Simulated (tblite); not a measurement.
Species: C7H7ClN (doublet state).
Atom-mapped SMILES: `[N:1]#[C:2][CH:3]/[CH:4]=[CH:5]/[CH:6]=[CH:7]/[CH2:8][Cl:9]` (hydrogens: H10 on C3; H11 on C4; H12 on C5; H13 on C6; H14 on C7; H15, H16 on C8)

The geometry is computed with GFN2-xTB (gas phase). This method treats the open shell by occupation alone, without spin polarisation.

Problem. List the bond lengths, angles and torsions at this level.

Solution. 
| bond | length (Å) | order |
| --- | --- | --- |
| N1≡C2 | 1.152 | triple |
| C2–C3 | 1.390 | single |
| C3–C4 | 1.374 | single |
| C4=C5 | 1.389 | double |
| C5–C6 | 1.405 | single |
| C6=C7 | 1.356 | double |
| C7–C8 | 1.475 | single |
| C8–Cl9 | 1.815 | single |
| C3–H10 | 1.082 | single |
| C4–H11 | 1.083 | single |
| C5–H12 | 1.082 | single |
| C6–H13 | 1.083 | single |
| C7–H14 | 1.081 | single |
| C8–H15, C8–H16 | 1.089 | single |

Bonds in one row agree within 0.01 Å and their mean is given. Orders are formal, as drawn. A selection of angles:
| angle | degrees |
| --- | --- |
| N1–C2–C3 | 179.8 |
| C2–C3–C4 | 122.4 |
| C2–C3–H10 | 116.7 |
| C4–C3–H10 | 120.9 |
| C3–C4–C5 | 123.6 |
| C3–C4–H11 | 118.1 |
| C5–C4–H11 | 118.2 |
| C4–C5–C6 | 123.2 |
| C4–C5–H12 | 118.8 |
| C6–C5–H12 | 118.1 |
| C5–C6–C7 | 123.9 |
| C5–C6–H13 | 117.2 |
| C7–C6–H13 | 118.9 |
| C6–C7–C8 | 123.6 |
| C6–C7–H14 | 119.9 |
| C8–C7–H14 | 116.4 |
| C7–C8–Cl9 | 108.8 |
| C7–C8–H15 | 112.5 |
| Cl9–C8–H15 | 105.3 |
| H15–C8–H16 | 110.8 |

Torsions: C2–C3–C4–C5 180° (antiperiplanar); C3–C4–C5–C6 -179° (antiperiplanar); C4–C5–C6–C7 179° (antiperiplanar); C5–C6–C7–C8 179° (antiperiplanar); C6–C7–C8–Cl9 -107° (anticlinal). The mirror-image conformer, all signs reversed, is as good.

C5 (carbon bonded to 2 C and H) is planar (angles 123.2°, 118.8° and 118.1°, sum 360.0°, 0.00 Å off the plane of its three neighbours). C6 (carbon bonded to 2 C and H) is planar (angles 123.9°, 118.9° and 117.2°, sum 360.0°, 0.01 Å off the plane of its three neighbours). C4 (carbon bonded to 2 C and H) is planar (angles 123.6°, 118.2° and 118.1°, sum 360.0°, 0.00 Å off the plane of its three neighbours). C3 (carbon bonded to 2 C and H) is planar (angles 122.4°, 120.9° and 116.7°, sum 360.0°, 0.00 Å off the plane of its three neighbours). The C–C distances run from 1.356 Å (C6=C7, drawn double in a drawing that doesn't fit all lengths) to 1.475 Å (C7–C8, drawn single in a drawing that doesn't fit all lengths), a spread of 0.119 Å. Of the pairs four or more bonds apart, H13···H16 is among the closest relative to their van der Waals radii: 2.42 Å, 101 % of the sum of Bondi's values. C7 (carbon bonded to 2 C and H) is planar (angles 123.6°, 119.9° and 116.4°, sum 359.9°, 0.02 Å off the plane of its three neighbours).

Point group: C1 (no symmetry element, even within 0.4 Å). Its GFN2-xTB frequencies are all real (lowest 30 cm⁻¹). 3 starts were optimised and ended at 0.00, 0.22 and 0.96 kcal/mol (GFN2-xTB); the lowest of these is shown.
